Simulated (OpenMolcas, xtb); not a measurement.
# A ladder of methods for GeH2ClF (SMILES [F][GeH2][Cl])

The species is GeH2ClF (5 atoms), meant as a singlet with charge 0. SMILES: `[F][GeH2][Cl]`. The shape is that of a PBE0-D4/def2-TZVP optimisation.

```xyz
5

F    -0.2420   -0.5080    1.5886
Ge    0.1399   -0.0892   -0.0455
Cl   -1.3903    1.2449   -0.6989
H     0.0676   -1.3755   -0.8674
H     1.4747    0.6542   -0.0183
```

Quantity: the vertical ionisation energy (to the doublet cation), in eV. The values are calculated.

```tsv
level	kind	program	value (eV)	CPU time (all runs)
GFN1-xTB	semi-empirical	xtb	15.82	under 2 s
HF/aug-cc-pVDZ	Hartree–Fock	OpenMolcas	11.10	49 s
SVWN5/aug-cc-pVDZ	LDA	OpenMolcas	11.30	2.1 min
BLYP/aug-cc-pVDZ	GGA	OpenMolcas	11.08	2.6 min
r2SCAN/aug-cc-pVDZ	meta-GGA	OpenMolcas	11.45	3.5 min
BHLYP/aug-cc-pVDZ	global hybrid	OpenMolcas	11.81	97 s
M06-2X/aug-cc-pVDZ	hybrid meta-GGA	OpenMolcas	11.90	2.2 min
PBE0/aug-cc-pVDZ	global hybrid	OpenMolcas	11.64	2.1 min
```

All-electron rows without a relativistic Hamiltonian named are non-relativistic. The values span 11.08 to 15.82 eV. The xTB values lack the empirical shift that such differences need. Times are those of the runs behind each value, whatever else they computed, on shared processors of several kinds: orders of magnitude only.
